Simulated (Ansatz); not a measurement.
Ga3Cl6⁺ (the lowest singlet isomer of a short search). Charge 1, multiplicity 1. Geometry PBE-D4/def2-SVP, basis def2-TZVP, Ansatz.

```xyz
9

Ga   -1.030   -0.309    1.448
Ga    0.987    1.207   -0.442
Ga    0.527   -0.823   -1.751
Cl    2.144    2.964   -0.620
Cl   -2.244   -0.701    3.118
Cl    0.701   -2.118   -3.405
Cl    1.236    0.079    1.683
Cl   -1.007   -1.906   -0.219
Cl   -1.314    1.607    0.188
```

```json
{"run": "A", "HOMO (eV)": "-15.03", "LUMO (eV)": "-5.18"}
{"run": "B", "HOMO (eV)": "-13.01", "LUMO (eV)": "-6.95"}
{"run": "C", "HOMO (eV)": "-11.77", "LUMO (eV)": "-7.79"}
{"run": "D", "HOMO (eV)": "-15.22", "LUMO (eV)": "-5.05"}
{"run": "E", "HOMO (eV)": "-12.12", "LUMO (eV)": "-7.60"}
```

The structure comes from a short search, and lower isomers may exist.

Problem. The runs used PBE, PBE0, r2SCAN, ωB97M-V, ωB97X-V. Estimate which is which.

Solution. A ωB97M-V (range-separated); B PBE0 (25 % exact exchange); C PBE (0 % exact exchange); D ωB97X-V (range-separated); E r2SCAN (0 % exact exchange). Exact exchange lowers occupied and raises empty levels; among semilocal functionals meta-GGAs tend to open the gap a little, and such runs are hard to tell apart. The gap grows from 3.98 eV (PBE) to 10.17 eV (ωB97X-V).
